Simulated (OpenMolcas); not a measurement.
Re6+ among 5 point charges of -2 e arranged as a square pyramid (C4v), 2.47 Å from the ion, with the axial distance 2.939 Å.

```yaml
Program: OpenMolcas 26.06
Method: "SS-CASPT2, IPEA 0.25 Eh, imaginary shift 0.1 Eh (closed shells correlated: 4f 5s 5p)"
Basis: ANO-RCC-VDZP [7s6p4d2f1g]
Scalar_Hamiltonian: DKH2, point nucleus
Active_space: 1 electron in 5 orbitals (5d)
State_averaging: 2S+1 = 2 even, 5 roots
Spin-orbit_coupling: state interaction with AMFI integrals over the reference wave functions
```

**Question.** What is the spin-free ground state?

**Answer.** A state of multiplicity 2, 1-fold in its orbital part, 100 % from free-ion D terms; it has the highest spin that d1 allows.

**Question.** Where is the first state of the same spin?

**Answer.** A 2-fold state lies at 861 cm-1 above the ground state.

**Question.** What are the lowest two levels with spin-orbit coupling?

**Answer.** A 2-fold level with g = 0.87, 1.55, 1.55, then a 2-fold level 5040 cm-1 above it. Their leading multiplicities are 2 (100 %) and 2 (100 %).

**Question.** What is χT at 300 K, and how does it compare with the textbook value?

**Answer.** The lowest level has 2S+1 = 2, for which the spin-only value is χT = S(S+1) / 2 = 0.375 cm3 K/mol (g = 2). The computed 0.185 at 300 K differs by -0.190, through orbital momentum, spin-orbit coupling and any other state in reach.

Spin-orbit coupling mixes the spin-free states strongly: the lowest level takes only 57 % from its leading state, an unlabelled state of the same spin as most of the rest, which lies 861 cm-1 above the lowest spin-free state. Free-ion shares, where given, are those of the reference states; single-state CASPT2 does not remix them. This is an electrostatic model: the charges have no orbitals. An unlabelled pair can be two single states that coincide in this model. No measured value stands beside these numbers.
